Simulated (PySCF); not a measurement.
# $^{17}$O chemical shifts

PySCF calculation with geometry from GFN2-xTB and NMR shieldings at PBE0/pcSseg-1/GIAO; single conformer, no solvent model, relativity neglected, one averaged value for each set of equivalent atoms.

Shieldings were converted by a linear fit to measured shifts: $^{17}$O (scatter 10.7 ppm rms, 12.2 ppm with the 3 outliers that the fit left out vs liquid water, solution or neat liquid). A few per cent of atoms miss by over 2 rms, more outside the fitted compound classes.

Question: Give the $^{17}$O shifts of `CC(=O)c1noc(C)n1`, `C=C[P@]1(=O)C=C[C@H]([SiH3])C=C1`, `O=COCn1cccn1`, `Cn1nc(O)ccc1=O`, `CC#C[P@](=O)(O)c1ccco1`.

Answer: 
```csv
compound,environment,δ (ppm)
[CH3:1][C:2](=[O:3])[c:4]1[n:5][o:6][c:7]([CH3:8])[n:9]1,O3: ketone oxygen,589.3
[CH3:1][C:2](=[O:3])[c:4]1[n:5][o:6][c:7]([CH3:8])[n:9]1,O6: aromatic ring oxygen,346.9
C=C[P@]1(=O)C=C[C@H]([SiH3])C=C1,P=O oxygen,49.5
[O:1]=[CH:2][O:3][CH2:4][n:5]1[cH:6][cH:7][cH:8][n:9]1,O1: ester carbonyl oxygen,361.4
[O:1]=[CH:2][O:3][CH2:4][n:5]1[cH:6][cH:7][cH:8][n:9]1,O3: ester alkoxy oxygen,183.3
[CH3:1][n:2]1[n:3][c:4]([OH:5])[cH:6][cH:7][c:8]1=[O:9],O9: carbonyl oxygen,317.1
[CH3:1][n:2]1[n:3][c:4]([OH:5])[cH:6][cH:7][c:8]1=[O:9],O5: phenol-type oxygen,73.0
[CH3:1][C:2]#[C:3][P@:4](=[O:5])([OH:6])[c:7]1[cH:8][cH:9][cH:10][o:11]1,O11: aromatic ring oxygen,240.7
[CH3:1][C:2]#[C:3][P@:4](=[O:5])([OH:6])[c:7]1[cH:8][cH:9][cH:10][o:11]1,O5: P=O oxygen,90.7
[CH3:1][C:2]#[C:3][P@:4](=[O:5])([OH:6])[c:7]1[cH:8][cH:9][cH:10][o:11]1,"O6: oxygen bonded to P, H",74.7
```
